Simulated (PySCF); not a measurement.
Isomers of C7H10S2, from PBE0-D3(BJ)/def2-SVP geometry optimisation, gas phase in PySCF. One conformer each, no zero-point energy, no frequencies.

Task: Which isomer lies lower at this level?
A. `[CH:1]#[C:2][C@H:3]([S:4][S:5][CH3:6])[CH:7]1[CH2:8][CH2:9]1` with C2–C3–S4–S5 60°, C3–S4–S5–C6 -94°, C2–C3–C7–C8 -90°: A = 2032, B = 738.3, C = 585.2 MHz, dipole 1.62 D
B. `[CH3:1][C:2]#[C:3]/[C:4](=[CH:5]\[S:6][CH3:7])[S:8][CH3:9]` with C4–C5–S6–C7 -174°, C3–C4–S8–C9 54°: A = 1197, B = 751.0, C = 483.2 MHz, dipole 1.58 D

Result: B. That is `CC#C/C(=C\SC)SC`, 9.8 kcal/mol below the other.

| SMILES | mapped SMILES | E (Eh) | relative (kcal/mol) | relative (kJ/mol) | dipole (D) |
| --- | --- | --- | --- | --- | --- |
| CC#C/C(=C\SC)SC | [CH3:1][C:2]#[C:3]/[C:4](=[CH:5]\[S:6][CH3:7])[S:8][CH3:9] | -1068.02638 | 0.0 | 0.0 | 1.58 |
| C#C[C@H](SSC)C1CC1 | [CH:1]#[C:2][C@H:3]([S:4][S:5][CH3:6])[CH:7]1[CH2:8][CH2:9]1 | -1068.01074 | 9.8 | 41.1 | 1.62 |

As drawn, the lower has a C=C bond outside aromatic rings, which the higher lacks; the higher has a three-membered ring, which the lower lacks.
